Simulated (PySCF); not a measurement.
Stepwise substitution at one centre (Ge OH-SH). Isolated molecules, 0 K electronic values unless said otherwise. One relaxed conformer stands for each flexible species; it need not be the lowest. Strings in code marks are SMILES.

The HOMO from two functionals at the same geometries (B3LYP-D3(BJ)/def2-TZVP), both in PySCF: PBE-D3(BJ)/def2-TZVP and B3LYP-D3(BJ)/def2-TZVP. B3LYP has the VWN-RPA correlation part, as in Gaussian. 

| species | PBE-D3(BJ)/def2-TZVP (eV) |
|---|---|
| 1 of 4 OH replaced by SH (`[OH][Ge]([OH])([SH])[OH]`) | -6.55 |
| 2 of 4 OH replaced by SH | -6.55 |
| 3 of 4 OH replaced by SH | -6.27 |
| 4 of 4 OH replaced by SH (`[SH][Ge]([SH])([SH])[SH]`) | -6.25 |

Question: What does B3LYP-D3(BJ)/def2-TZVP give for each?

Answer: 
- 1 of 4 OH replaced by SH (`[OH][Ge]([OH])([SH])[OH]`): -7.61
- 2 of 4 OH replaced by SH: -7.59
- 3 of 4 OH replaced by SH: -7.26
- 4 of 4 OH replaced by SH (`[SH][Ge]([SH])([SH])[SH]`): -7.22
Over these rows, drawn at random from the members with no instability flagged (it was tested for open shells, ions and some series alone), PBE minus B3LYP-D3(BJ): mean +1.01 eV, from +0.97 eV to +1.06 eV.
